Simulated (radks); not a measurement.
Task: Radial electron density D(r) = 4 pi r^2 rho(r) of an atom or ion with 64 electrons. Method: Dirac Kohn-Sham, B86b exchange with PBE correlation, spin-unpolarised, spherical densities, finite nucleus; Fermi nuclear charge, rms radius of each element as measured or else 0.836 A^(1/3) + 0.57 fm; computed with a radial shooting solver on a logarithmic mesh with Libxc functionals.

r (bohr),D(r) (e/bohr)
0.003552,29.84
0.004135,36.15
0.004852,43.65
0.005649,51.45
0.006576,59.65
0.007656,67.84
0.008913,75.50
0.01038,82.00
0.01208,86.67
0.01406,88.99
0.0165,88.68
0.01921,86.15
0.02236,82.48
0.02604,79.38
0.03031,78.79
0.03529,82.26
0.04108,90.10
0.04782,100.6
0.05612,110.8
0.06533,115.2
0.07606,111.9
0.08854,102.4
0.1031,91.84
0.12,86.88
0.1397,90.54
0.1626,98.74
0.1908,102.0
0.2222,92.45
0.2587,72.58
0.3011,53.01
0.3505,43.97
0.4081,46.33
0.4751,51.63
0.5531,50.92
0.649,41.78
0.7556,30.14
0.8796,20.83
1.024,15.36
1.192,12.29
1.388,9.769
1.616,7.086
1.881,4.533
2.207,2.521
2.57,1.400
2.991,0.8476
3.482,0.5773
4.054,0.3957
4.72,0.2392
5.494,0.1186
6.396,0.04635
7.506,0.01277
8.738,0.002701
10.17,0.0003970

What is the nuclear charge?

Result: Z = 65. The innermost maximum, from 1s, lies near gamma/Z bohr with gamma = sqrt(1 - (Z/c)^2) = 0.880, here 0.0135 bohr (found: 0.0150), and its height grows with Z. The density is that of the terbium ion Tb+ in [Kr] 4d10 4f9 5s2 5p5.75 6s1.25; the configuration itself is not fixed sharply by these data, and Z only to a few units. D(r) has 4 maxima, at r = 0.0150, 0.0664, 0.185, 0.506 bohr, and minima at 0.0289, 0.121, 0.362 bohr, inside which lie 2.02, 11.15, 29.40 electrons.
